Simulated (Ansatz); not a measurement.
Ansatz (a quantum-chemistry and plane-wave program) input:

Ansatz 0.2 input:
```yaml
crystal:
  periodic: [false, false, false]
  atoms:
    - {symbol: Cs, position_ang: [-0.95577129, -0.78898920, -1.32399370]}
    - {symbol: F, position_ang: [0.94636027, 0.80817876, 1.35208464]}
basis:
  gaussian:
    orbitals: def2-TZVP
hamiltonian:
  xc: b3lyp
  dispersion: d3bj
total_charge: 1
magnetization: {spin_polarized: true, initial_magnetization: 1}
relax: {f_tol: 0.002, max_steps: 150}
```

Q: Which total energy does the run end on?

A: -119.77558 Eh (B3LYP-D3(BJ)/def2-TZVP). The basis has 60 functions.
